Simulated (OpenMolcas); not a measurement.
**Pt2+ in LiF: curves along the breathing mode**

Pt2+ with its 6 nearest fluoride ions, on the Li site of LiF (a = 4.028 Å, distance in the model lattice 2.014 Å). The rest of the host is ab initio model potentials to 7.6 Å and point charges beyond; the distance is set by hand and nothing relaxes, and no local charge compensation is placed. Ligand basis ANO-RCC-VDZP.

```
Program             : OpenMolcas 26.06
Method              : CASSCF
Basis               : ANO-RCC-VDZP [7s6p4d2f]
Scalar Hamiltonian  : DKH2, point nucleus
Active space        : 8 electrons in 5 orbitals (5d)
State averaging     : 2S+1 = 3 even, 10 roots; 2S+1 = 1 even, 15 roots
Spin-orbit coupling : state interaction with AMFI integrals over the reference wave functions
```

Spin-free energies (labels of O, the rotations of Oh) in cm-1 above the lowest fitted minimum, as all ligands move together:

```
R (Å)    3A2     1E    1A1    3T2    3T1    1T2    1T1
1.939  11670  24020  34810  43460  51860  54870  58360
1.985   4020  16360  26990  32670  40970  44140  47630
2.031    460  12780  23220  26330  34510  37850  41340
2.076    420  12710  22960  23910  31950  35460  38960
2.122   3540  15790  25830  24860  32760  36440  39950
2.168   9570  21780  31610  29000  36720  40580  44110
2.213  18130  30290  39920  35920  43460  47500  51040
```

Cubic fits give the following; the wavenumber is harmonic, with the mass of all moving ligands, small differences in it between states hang on the degree of the fit, a number in brackets counts states of one label, and the table is a selection of at most 14 states with clean curves.

| State | R0 (Å) | Breathing mode (cm-1) | Minimum (cm-1) |
| --- | --- | --- | --- |
| 3A2 | 2.054 | 692 | 0 |
| 1E | 2.055 | 691 | 12300 |
| 1A1 | 2.057 | 688 | 22640 |
| 3T2 | 2.085 | 698 | 23780 |
| 3T1 | 2.087 | 695 | 31800 |
| 1T2 | 2.085 | 697 | 35340 |
| 1T1 | 2.085 | 698 | 38840 |
| 3T1(2) | 2.111 | 706 | 49580 |
| 1E(2) | 2.112 | 703 | 59360 |
| 1T2(2) | 2.112 | 703 | 59470 |
| 1A1(2) | 2.109 | 705 | 77630 |

The minimum of 3T2 is shifted by +0.0310 Å against 3A2 (from the unrounded fits). With M = 114.0 u for the moving shell, the Huang-Rhys factor in this mode is S = M ω ΔR² / 2ħ = 0.01483 × 114.0 × 692 × 0.0310² = 1.12. Only the first shell moves, against a rigid host.

Without dynamic correlation the repulsion within the d shell is too large (B by tens of per cent), so at a given field states of lower spin stand too high. Real 4d8 and 5d8 ions are as a rule square planar and diamagnetic. With metal d orbitals alone the field can be off either way by tens of per cent. Ligand-to-metal charge-transfer states are missing. With no ligand orbital active B as a rule stays too high, so bands that hang on it stand too high and its fall with covalency is understated. The least metal-like active orbital is 80 % on the metal (Löwdin) and no ligand orbital is active, so the numbers are rough (holds for R = 1.939). The least metal-like active orbital is 81 % on the metal (Löwdin) and no ligand orbital is active, so the numbers are rough (holds for R = 1.985). The least metal-like active orbital is 82 % on the metal (Löwdin) and no ligand orbital is active, so the numbers are rough (holds for R = 2.031; R = 2.076). The least metal-like active orbital is 83 % on the metal (Löwdin) and no ligand orbital is active, so the numbers are rough (holds for R = 2.122). The least metal-like active orbital is 84 % on the metal (Löwdin) and no ligand orbital is active, so the numbers are rough (holds for R = 2.168; R = 2.213). No measured value stands beside these numbers.
